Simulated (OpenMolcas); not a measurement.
## OpenMolcas run: Sc II

Input:

```
&GATEWAY
Coord
1

Sc 0.0 0.0 0.0
Basis=ANO-RCC-VDZ
Group=XYZ
NoMove
AngMom=0.0 0.0 0.0
AMFI
RX2C
&SEWARD
&RASSCF
FileOrb=start.orb
Symmetry=1
Spin=3
nActEl=2 0 0
Inactive=3 6
Ras2=6 0
CIRoot=15 15 1
SDav=15
CIMx=300
Iter=120 100
PrWF=0.3
OrbListing=Nothing
MaxOrb=0
Atom
>>> COPY $Project.JobIph JOB001
&RASSCF
FileOrb=start.orb
Symmetry=1
Spin=1
nActEl=2 0 0
Inactive=3 6
Ras2=6 0
CIRoot=21 21 1
SDav=21
CIMx=300
Iter=120 100
PrWF=0.3
OrbListing=Nothing
MaxOrb=0
Atom
CIOnly
>>> COPY $Project.JobIph JOB002
&RASSI
NrOfJobIphs=2 15 20
1 2 3 4 5 6 7 8 9 10 11 12 13 14 15
1 2 3 4 5 6 7 8 9 10 11 12 13 14 15 16 17 18 19 20
IphNames
JOB001
JOB002
EJob
SpinOrbit
DIPRint=1.0
SOCoupling=1000.0
Subsets=2
MEES
Property=10
'ANGMOM' 1 'ANGMOM' 2 'ANGMOM' 3 'MLTPL  1' 1 'MLTPL  1' 2 'MLTPL  1' 3
'AMFI' 1 'AMFI' 2 'AMFI' 3 'MLTPL  2' 6
SOProperty=3
'ANGMOM' 1 'ANGMOM' 2 'ANGMOM' 3
```

Launched by
```bash
OMP_NUM_THREADS=1 MOLCAS_MEM=2252 MOLCAS_PROJECT=a pymolcas a.inp > a.log  # once for each step of the input, in one work folder
```

A driver script runs the steps one by one and writes start.orb anew before each from the orbitals found so far, so a CI-only block uses the converged orbitals of the first block.

Output, cut to the results:

```
--- SEWARD ---
Basis set label: SC.ANO-RCC...5S4P2D.

      Electronic valence basis set:
      ------------------
      Associated Effective Charge  21.000000 au
      Associated Actual Charge     21.000000 au
      Nuclear Model: Point charge

      Shell  nPrim  nBasis  Cartesian Spherical Contaminant
         s      21       5        X
         p      15       4        X
         d      10       2                 X
RX2C
                  Relativistic X2C integrals
                  Atomic mean-field integrals
--- RASSCF ---
Wave function specifications:
      -----------------------------

      Number of closed shell electrons          18
      Number of electrons in active shells       2
      Max number of holes in RAS1 space          0
      Max nr of electrons in RAS3 space          0
      Number of inactive orbitals                9
      Number of active orbitals                  6
      Number of secondary orbitals              12
      Spin quantum number                      1.0
      State symmetry                             1
Orbital specifications:
      -----------------------

      Symmetry species                           1   2
                                                ag  au
      Frozen orbitals                            0   0
      Inactive orbitals                          3   6
      Active orbitals                            6   0
      RAS1 orbitals                              0   0
      RAS2 orbitals                              6   0
      RAS3 orbitals                              0   0
      Secondary orbitals                         6   6
      Deleted orbitals                           0   0
      Number of basis functions                 15  12
      Number of CSFs                            15
      Number of root(s) required                15
      Iter CI   SX   CI       RASSCF       Energy    max ROT     max BLB   max BLB  Level Ln srch  Step   QN
          iter iter root      energy       change     param      element    value   shift minimum  type update
 Nr of preliminary CI iterations:   1
        1   1    2    0  -763.04650025    0.00E+00  -1.69E-06    1  10 2 -8.87E-07   0.27   0.00    SX    NO
        2   1    2    0  -763.04650025   -7.05E-12   2.44E-07    5  10 2 -6.13E-07   0.27   0.00    SX    NO
        3   1    2    0  -763.04650025   -6.82E-13  -1.99E-07    5   7 2  1.21E-07   0.27   0.00    SX    NO
        4   1    2    0  -763.04650025    3.41E-13   5.03E-08    5   7 2  6.78E-08   0.27   0.00    SX    NO
      Convergence after  4 iterations
        5   1    2    0  -763.04650025   -2.27E-13   5.03E-08    5   7 2  2.00E-08   0.27   0.00    SX    NO
      Natural orbitals and occupation numbers for root  1
      sym 1:   0.000000  -0.000000   1.000000   0.000000   0.000000   1.000000
      Natural orbitals and occupation numbers for root  2
      sym 1:   1.000000   0.000000   0.000000  -0.000000   0.000000   1.000000
      Natural orbitals and occupation numbers for root  3
      sym 1:   0.000000   1.000000   0.000000   0.000000   0.000000   1.000000
::    RASSCF root number  1 Total energy:   -763.07137167
::    RASSCF root number  2 Total energy:   -763.07137167
::    RASSCF root number  3 Total energy:   -763.07137167
::    RASSCF root number  4 Total energy:   -763.07137167
::    RASSCF root number  5 Total energy:   -763.07137167
::    RASSCF root number  6 Total energy:   -763.04737859
::    RASSCF root number  7 Total energy:   -763.04737859
::    RASSCF root number  8 Total energy:   -763.04737859
::    RASSCF root number  9 Total energy:   -763.04737859
::    RASSCF root number 10 Total energy:   -763.04737859
::    RASSCF root number 11 Total energy:   -763.04737859
::    RASSCF root number 12 Total energy:   -763.04737859
::    RASSCF root number 13 Total energy:   -763.00299841
::    RASSCF root number 14 Total energy:   -763.00299841
::    RASSCF root number 15 Total energy:   -763.00299841
--- RASSCF ---
Wave function specifications:
      -----------------------------

      Number of closed shell electrons          18
      Number of electrons in active shells       2
      Max number of holes in RAS1 space          0
      Max nr of electrons in RAS3 space          0
      Number of inactive orbitals                9
      Number of active orbitals                  6
      Number of secondary orbitals              12
      Spin quantum number                      0.0
      State symmetry                             1
...
--- RASSI ---
SPIN-FREE ENERGIES:
  (Shifted by EMIN (a.u.) =       -763.0713716716)

 SF State       Relative EMIN(au)   Rel lowest level(eV)    D:o, cm**(-1)      L_eff

     1             0.0000000000        0.0000000000              0.0000         2.0
     2             0.0000000000        0.0000000000              0.0000         2.0
     3             0.0000000000        0.0000000000              0.0000         2.0
     4             0.0000000000        0.0000000000              0.0000         2.0
     5             0.0000000000        0.0000000000              0.0000         2.0
    16             0.0186924184        0.5086466171           4102.5116         2.0
    17             0.0186924184        0.5086466171           4102.5116         2.0
    18             0.0186924184        0.5086466171           4102.5116         2.0
    19             0.0186924184        0.5086466171           4102.5116         2.0
    20             0.0186924184        0.5086466171           4102.5116         2.0
    11             0.0239930826        0.6528850389           5265.8730         3.0
    12             0.0239930826        0.6528850389           5265.8730         3.0
     6             0.0239930826        0.6528850389           5265.8730         3.0
     7             0.0239930826        0.6528850389           5265.8730         3.0
     8             0.0239930826        0.6528850389           5265.8730         3.0
     9             0.0239930826        0.6528850389           5265.8730         3.0
    10             0.0239930826        0.6528850389           5265.8730         3.0
    15             0.0683732621        1.8605312430          15006.1965         1.0
    13             0.0683732621        1.8605312430          15006.1965         1.0
    14             0.0683732621        1.8605312430          15006.1965         1.0
    21             0.0691879470        1.8826999486          15184.9992         2.0
...
```

Levels above the lowest, from the spin-orbit matrix, grouped by J:

```json
{"Configuration": "3d 4s", "Term": "³D", "J": "1", "E (cm⁻¹)": "0.0", "Measured (cm⁻¹)": "0.0", "Term weight %": "100", "Second": ""}
{"Configuration": "3d 4s", "Term": "³D", "J": "2", "E (cm⁻¹)": "61.7", "Measured (cm⁻¹)": "67.7", "Term weight %": "100", "Second": ""}
{"Configuration": "3d 4s", "Term": "³D", "J": "3", "E (cm⁻¹)": "157", "Measured (cm⁻¹)": "178", "Term weight %": "100", "Second": ""}
{"Configuration": "3d 4s", "Term": "¹D", "J": "2", "E (cm⁻¹)": "4196", "Measured (cm⁻¹)": "2541", "Term weight %": "100", "Second": ""}
{"Configuration": "3d²", "Term": "³F", "J": "2", "E (cm⁻¹)": "5235", "Measured (cm⁻¹)": "4803", "Term weight %": "100", "Second": ""}
{"Configuration": "3d²", "Term": "³F", "J": "3", "E (cm⁻¹)": "5329", "Measured (cm⁻¹)": "4884", "Term weight %": "100", "Second": ""}
{"Configuration": "3d²", "Term": "³F", "J": "4", "E (cm⁻¹)": "5455", "Measured (cm⁻¹)": "4988", "Term weight %": "100", "Second": ""}
{"Configuration": "3d²", "Term": "³P", "J": "0", "E (cm⁻¹)": "15037", "Measured (cm⁻¹)": "12074", "Term weight %": "100", "Second": ""}
{"Configuration": "3d²", "Term": "³P", "J": "1", "E (cm⁻¹)": "15069", "Measured (cm⁻¹)": "12102", "Term weight %": "100", "Second": ""}
{"Configuration": "3d²", "Term": "³P", "J": "2", "E (cm⁻¹)": "15095", "Measured (cm⁻¹)": "", "Term weight %": "83", "Second": "17 ¹D"}
{"Configuration": "3d²", "Term": "¹D", "J": "2", "E (cm⁻¹)": "15317", "Measured (cm⁻¹)": "", "Term weight %": "83", "Second": "17 ³P"}
{"Configuration": "3d²", "Term": "¹G", "J": "4", "E (cm⁻¹)": "17860", "Measured (cm⁻¹)": "14261", "Term weight %": "100", "Second": ""}
{"Configuration": "4s²", "Term": "¹S", "J": "0", "E (cm⁻¹)": "18111", "Measured (cm⁻¹)": "11736", "Term weight %": "100", "Second": ""}
```

Against the 10 measured excited levels shown (NIST Handbook of Basic Atomic Spectroscopic Data) the mean absolute deviation is 1900 cm-1; the largest miss in energy is 4s² ¹S₀: computed 18111, measured 11736 cm⁻¹ (+54.3 %). Levels of one J stand in another order than measured, so their pairing by name is doubtful.

Without dynamic correlation excited terms often stand tens of per cent too high (terms of higher spin than the ground term too low), and those without a measured partner can miss by more than the paired ones. Terms from blocks run as CI alone lack orbitals of their own. A single d shell beside an s shell can misplace configurations of different d count against each other. Measured partners are found by configuration, term and J. A level has none where our copy of the source lacks it or the pairing is in doubt (some pairs that miss far off the trend of their configuration count as doubtful), and it then counts in no deviation. Levels of configurations outside the active space are missing. The first state left out of the spin-orbit step lies near 39000 cm-1 above the lowest spin-free state of the reference (among the parities and spins computed), and the list stops at four fifths of that energy or lower.

The RASSCF and RASSI steps took 16 s on 1 thread of Arm Neoverse N1 (shared host); the integral step is not counted.

The term weight is that of the spin-free term in the level, not the purity of its configuration.
